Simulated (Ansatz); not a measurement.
A series at Si: from `N#C[Si](F)(F)F`, ligands are replaced one by one, each step taking up HCl and setting free H–F; n counts the steps. Ansatz, PBE0-D4/def2-TZVP geometries.

CBS adds triple-zeta CCSD(T) − MP2 to the MP2 limit, frozen cores; atoms without spin–orbit coupling. 

| n | molecule | atomization energy, CCSD(T)/CBS (kJ/mol) |
| --- | --- | --- |
| 0 | `N#C[Si](F)(F)F` | 2988.0 |
| 1 | `N#C[Si](F)(F)Cl` | 2790.9 |
| 2 | `N#C[Si](F)(Cl)Cl` | 2596.5 |
| 3 | `N#C[Si](Cl)(Cl)Cl` | ? |

Task: By hand: fit a straight line y = ȳ + b (n − n̄) to the 3 given rows and predict n = 3.

Result: n̄ = 1.000, ȳ = 2791.80; Σ(n − n̄)(y − ȳ) = -391.50, Σ(n − n̄)² = 2.000, so b = -195.75 kJ/mol a step. Prediction: 2791.80 + (-195.75) × (2.000) = 2400.3 kJ/mol.

Task: By hand: compare with the computed value, 2405.3 kJ/mol, and give the steps along the whole series.

Result: The line misses by 5.0 kJ/mol (computed minus predicted). Steps: -197.1, -194.4, -191.2 kJ/mol.

The steps differ by at most 5.9 kJ/mol, 3.0 % of a mean step, so the ligands' effects nearly add and a line is close. The miss is 0.9 % of the series' range. The energies themselves are unsure by some kJ/mol a bond, though much of that is common to the series.
